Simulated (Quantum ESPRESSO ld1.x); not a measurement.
All-electron atom: the gold ion Au8+ in [Xe] 4f14 5d3.

All-electron calculation, scalar-relativistic Kohn-Sham, LDA (Slater exchange, VWN5 correlation), spin-polarised, spherical densities, point nucleus; open shells are filled with parallel spins first. Program: ld1.x of Quantum ESPRESSO 7.5.

Energy parts (Ry):
| part | energy |
|---|---|
| total | -37969.008 |
| kinetic | 42488.072 |
| electron-nucleus | -93830.485 |
| Hartree | 14067.816 |
| exchange-correlation | -694.411 |

Orbitals (lengths in bohr, moments of r in powers of bohr; <r^-3> diverges for s and p1/2):
orbital  occ.  eigenvalue (Ry)      <r^2>  <r^-3>
1s up       1       -5942.7189  0.0003934       -
1s down     1       -5942.7184  0.0003934       -
2s up       1       -1056.5926   0.005999       -
2s down     1       -1056.5682   0.005999       -
2p up       3        -914.9884   0.005049   25470
2p down     3        -914.9678   0.005049   25470
3s up       1        -256.6547    0.03870       -
3s down     1        -256.6420    0.03870       -
3p up       3        -215.5939    0.03977    5826
3p down     3        -215.5804    0.03977    5826
3d up       5        -171.7060    0.03292   724.1
3d down     5        -171.6870    0.03292   724.1
4s up       1         -63.1029     0.1871       -
4s down     1         -63.0774     0.1870       -
4p up       3         -49.6300     0.2137    1407
4p down     3         -49.6042     0.2136    1406
4d up       5         -33.4643     0.2425   152.9
4d down     5         -33.4335     0.2422   152.9
5s up       1         -17.2533     0.9141       -
5s down     1         -17.0919     0.9080       -
4f up       7         -15.4871     0.2954   29.65
4f down     7         -15.4453     0.2931   29.76
5p up       3         -13.4854      1.159   267.6
5p down     3         -13.2960      1.152   271.1
5d up       3          -8.9800      1.715   22.40
5d down     0          -8.7690      1.718   22.55
6s up       0          -7.1627      3.695       -
6s down     0          -7.0078      3.769       -
6p up       0          -5.9482      4.697   75.26
6p down     0          -5.8266      4.817   72.10

The highest occupied level is 5d up at -122.18 eV. For comparison, the ionisation energy in NIST's Atomic Spectra Database is 130 eV (theoretical). In exact Kohn-Sham theory the highest level is minus the ionisation energy, but local and semilocal functionals leave it too shallow, through self-interaction and a potential that decays too fast; potentials with the right tail come closer. Summed over all electrons, <r^2> = 22.78 bohr^2, which gives a Langevin (diamagnetic) susceptibility term of -18 x 10^-6 cm^3/mol.
